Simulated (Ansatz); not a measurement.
Consider the ligand exchange at the Si–N bond: `CN([SiH2]O)[SiH2]Cl` + `C[NH][GeH3]` → `C[N]([GeH3])[SiH2]O` + `CN[SiH2]Cl`.

Isolated molecules relaxed with PBE0-D4/def2-TZVP in Ansatz; ΔE leaves out vibrations. CCSD(T)/CBS is the MP2 limit (def2-TZVPP, def2-QZVPP) plus CCSD(T) − MP2 in def2-TZVPP, frozen cores. Functionals use def2-TZVPP. For Ge outer-core shells are correlated without core-valence functions, which leaves a few kJ/mol of doubt a bond. Scalar relativity is left out up to krypton. One conformer a species, not always the lowest.

```
             level  ΔE (kJ/mol)
           PBE0-D4        -10.8
   CCSD/def2-TZVPP        -12.6
    MP2/def2-QZVPP        -12.6
SCS-MP2/def2-QZVPP        -12.6
```

Problem. What does CCSD(T)/CBS give? (Best estimate.)

Solution. The calculation gave: -11.8 kJ/mol. The listed levels differ from it by 1.0, -0.8, -0.8, -0.8 kJ/mol.

Largest T1 diagnostic among the species: 0.012.

The D4 term adds +4.2 kJ/mol with B3LYP and +2.3 kJ/mol with PBE0; it sums over pairs of atoms, weighted by their polarisabilities, and B3LYP, whose exchange is more repulsive, gets the larger term.

B3LYP here is the variant with VWN-RPA as its local correlation; programs differ in this.
